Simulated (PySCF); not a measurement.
Species: dibenzothiophene, C₁₂H₈S.
SMILES with atom numbers: `[cH:1]1[cH:2][cH:3][c:4]2[c:5]([cH:6]1)[s:7][c:8]1[cH:9][cH:10][cH:11][cH:12][c:13]21` (hydrogens: H14 on C1; H15 on C2; H16 on C3; H17 on C6; H18 on C9; H19 on C10; H20 on C11; H21 on C12)

Method: PBE0-D3(BJ)/def2-SVP geometry optimisation, gas phase in PySCF.

(1) What internal coordinates does the optimisation give?

Results:

(1) 
| bond | length (bohr) | order |
| --- | --- | --- |
| C1–C2, C10–C11 | 2.650 | aromatic |
| C2–C3, C11–C12 | 2.623 | aromatic |
| C3–C4, C12–C13 | 2.648 | aromatic |
| C4–C5, C8–C13 | 2.669 | aromatic |
| C5–C6, C8–C9 | 2.639 | aromatic |
| C5–S7, S7–C8 | 3.305 | aromatic |
| C1–C6, C9–C10 | 2.626 | aromatic |
| C4–C13 | 2.740 | aromatic |
| C1–H14, C10–H19 | 2.065 | single |
| C2–H15, C11–H20 | 2.064 | single |
| C3–H16, C12–H21 | 2.065 | single |
| C6–H17, C9–H18 | 2.064 | single |

Bonds in one row agree within 0.02 bohr and their mean is given. Orders are formal, as drawn. A selection of angles:
| angle | degrees |
| --- | --- |
| C2–C1–C6 | 120.8 |
| C1–C2–C3 | 120.5 |
| C2–C3–C4 | 119.8 |
| C3–C4–C5 | 118.9 |
| C3–C4–C13 | 129.2 |
| C5–C4–C13 | 111.8 |
| C4–C5–C6 | 121.4 |
| C4–C5–S7 | 112.5 |
| C6–C5–S7 | 126.0 |
| C1–C6–C5 | 118.5 |
| C5–S7–C8 | 91.3 |
| C8–C9–C10 | 118.5 |

The 13 C–C bonds span 1.388 Å (C2–C3, aromatic) to 1.450 Å (C4–C13, aromatic), a spread of 0.062 Å. The 5-membered ring C4–C5–S7–C8–C13 has internal angles of 91.3° to 112.5° (sum 540°, against 540° for a flat polygon); it is planar, 0.00 Å rms from its mean plane, widest ring torsion 0°. The 13 heavy atoms lie in one plane (0.001 Å rms). The 6-membered ring C8–C9–C10–C11–C12–C13 has internal angles of 118.5° to 121.5° (sum 720°, against 720° for a flat polygon); it is planar, 0.00 Å rms from its mean plane, widest ring torsion 0°. Of the pairs four or more bonds apart, H16···H21 is among the closest relative to their van der Waals radii: 2.45 Å, 102 % of the sum of Bondi's values. The 6-membered ring C1–C2–C3–C4–C5–C6 has internal angles of 118.5° to 121.4°; it is planar, 0.00 Å rms from its mean plane, widest ring torsion 0°.

Point group: C2v (every atom within 0.08 Å of its image). No frequency check.

The run took 71 s wall, 3.1 min CPU on 2 threads, AMD EPYC 9R45 (x86_64), no GPU, shared host with 192 logical CPUs at a one-minute load of 34, and the process peaked at 1.3 GiB of memory. These figures are those of the optimisation.
